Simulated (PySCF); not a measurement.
# Frontier orbitals and the lowest excitations

Compound: C2H5BrOSi.
Geometry (PBE0-D3(BJ)/def2-SVP, Å), atoms numbered from 1 in this order:
```
atom  x, y, z in Å
Si1    1.607   -0.440   -0.207
O2     0.013   -0.987   -0.111
C3    -1.184   -0.467    0.149
C4    -1.577    0.812    0.168
Br5   -0.456    2.273   -0.199
H6     2.391   -1.705   -0.245
H7     1.854    0.332   -1.454
H8     1.974    0.346    1.003
H9    -1.941   -1.230    0.365
H10   -2.608    1.076    0.397
```

Computed with PySCF 2.14.0, density-fitted response routines, TDDFT B3LYP/def2-SVPD, vertical, gas phase, core orbitals frozen in the response. The B3LYP/def2-SVPD calculation is non-relativistic and has no spin–orbit coupling, an omission that weighs most on bromine.

Kohn–Sham orbitals with the atoms that hold most of them (Löwdin shares over 4%, at most four atoms; ? is withheld):

```json
{"orbital": "LUMO+2", "ε (eV)": "-0.15", "atoms": "Si1 26%, Br5 13%, C3 12%, O2 11%"}
{"orbital": "LUMO+1", "ε (eV)": "-0.20", "atoms": "C4 23%, C3 22%, Br5 20%, Si1 10%"}
{"orbital": "LUMO", "ε (eV)": "-0.30", "atoms": "?"}
{"orbital": "HOMO", "ε (eV)": "?", "atoms": "Br5 29%, C4 28%, C3 20%, O2 16%"}
{"orbital": "HOMO-1", "ε (eV)": "-8.10", "atoms": "?"}
{"orbital": "HOMO-2", "ε (eV)": "-9.05", "atoms": "Br5 34%, O2 26%, Si1 10%, C4 10%"}
{"orbital": "HOMO-3", "ε (eV)": "-9.20", "atoms": "Br5 35%, O2 25%, C4 11%, Si1 10%"}
```

Q: Which atoms hold the HOMO-1, and with what shares?

A: Br5 (bonded to C) 68%; C4 (bonded to Br, C and H) 9%; Si1 (bonded to O and 3 H) 8%.

Q: Give the leading atoms of the LUMO.

A: Br5 (bonded to C) 49%; C4 (bonded to Br, C and H) 21%; C3 (bonded to C, O and H) 9%; Si1 (bonded to O and 3 H) 7%. By element: bromine 49%, carbon 30%, silicon 7%.

Q: What is the HOMO energy, and the HOMO–LUMO gap?

A: ε(HOMO) = -6.60 eV; the gap is 6.30 eV (0.2316 hartree).

Q: The HOMO–LUMO gap is 6.30 eV. Where does the response calculation put the lowest singlet, and from which orbitals?

A: S1 is at 5.16 eV (f = 0.0003), 1.15 eV below the gap, made of HOMO→LUMO (88%), HOMO→LUMO+1 (9%). Without the coupling terms of the response equations the lowest excitation would equal the gap.

Q: One configuration dominates each of S1 and S6. Which, and how do the shares of the two leading atoms of either orbital change from the occupied to the empty one?

A: 
- S1 (5.16 eV, f 0.0003), HOMO→LUMO (88%): Br5 29% → 49%, C4 28% → 21%
- S6 (6.67 eV, f 0.0080), HOMO-1→LUMO (92%): Br5 68% → 49%, C4 9% → 21%

Orbitals of the list HOMO-3 to LUMO+2 that lie within 0.01 eV of each other are written together with a slash and their weights summed (≥ marks a lower bound); for degenerate orbitals outside that list single weights are arbitrary.

Löwdin shares depend on the basis, the more so with diffuse functions.

Hardware: one thread, Arm Neoverse N1 (aarch64), no GPU, shared host. Cost: 67 s, 0.85 GiB resident at most.

One conformer stands for the species.
